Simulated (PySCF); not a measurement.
BF2, SMILES [B](F)F (connectivity only; charge and spin as stated), charge +1, multiplicity 1. Geometry optimised at ωB97X-D3(BJ)/def2-TZVP. The spin state was assumed, not searched. The isomer is the one that the SMILES or the coordinates give; other isomers of the formula were not compared.

Method: PySCF with ωB97X-D3(BJ)/def2-TZVP.

Harmonic wavenumbers (cm⁻¹): 459, 459, 1028, 2077. Rotational constants (GHz): 8.762 (linear); symmetry number 2.

Problem. Work out the zero-point energy and the ideal-gas rigid-rotor harmonic-oscillator thermochemistry at 298.15 K and 1 atm.

Solution. ZPE = ½ Σ hcν = ½ × 4024 cm⁻¹ = 24.07 kJ/mol. H − E(el) = 34.18 kJ/mol. Entropy in J/(mol K): translation 157.23, rotation 57.13, vibration 6.78, total 221.14. G − E(el) = -31.76 kJ/mol. Cp = 41.81 J/(mol K).
